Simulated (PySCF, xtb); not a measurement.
Sn(H)(OH)2(NH2) (H5NO2Sn), SMILES [NH2][SnH]([OH])[OH].

GFN2-xTB (xtb) at its own geometry gives an orbital gap of 4.58 eV and a dipole moment of 1.24 D.

Geometry: B3LYP-D3(BJ)/def2-SVP. The structure was generated by enumeration; whether it is a known compound was not checked. The def2 effective core potentials stand for the cores of Sn; spin–orbit coupling is left out. One conformer was computed; it need not be the lowest.

Task: What does PySCF with r2SCAN/def2-TZVP give? (The exact figures need the calculation; the answer reports its results.)

Result: gap 5.24 eV (levels -6.62 and -1.38 eV), dipole 1.34 D.
